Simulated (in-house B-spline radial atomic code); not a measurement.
**Os⁵⁹⁺: [He] 2s2 (2p1/2)1 (2p3/2)4 3s2 3p6 (with a hole in an inner shell)**

Computed with a radial B-spline atomic code at the basis-set limit: Dirac-Hartree-Fock, average of the jj configuration, Fermi nucleus of rms radius 5.4126 fm.

Z_r = [3n² - l(l+1)]/(2<r>); Z_e = n√(-2ε); the last column is Slater's effective charge. Values are occupation-weighted means over j. An effective charge above Z reflects the relativistic contraction of the inner shells.

| shell | electrons | ε (eV) | <r> (bohr) | Z_r | Z_e | Slater |
| --- | --- | --- | --- | --- | --- | --- |
| 1s | 2 | -79213 | 0.01772 | 84.65 | 76.30 | 75.70 |
| 2s | 2 | -17613 | 0.07316 | 82.02 | 71.96 | 72.20 |
| 2p | 5 | -15857 | 0.06663 | 75.04 | 68.28 | 72.20 |
| 3s | 2 | -6921.6 | 0.1791 | 75.37 | 67.67 | 65.60 |
| 3p | 6 | -6432.4 | 0.1763 | 70.91 | 65.23 | 65.60 |

The least bound orbital is 3p3/2 at -6298 eV, and it is also the most diffuse (<r> = 0.1803 bohr). The part-filled 2p shell lies below the filled 3p shell in orbital energy.

For the 1s electron the small component carries 8.27 % of the norm, the zero-frequency Breit interaction raises the level by 250.1 eV, self-energy by 167.9 eV, and vacuum polarisation lowers it by 32.71 eV.
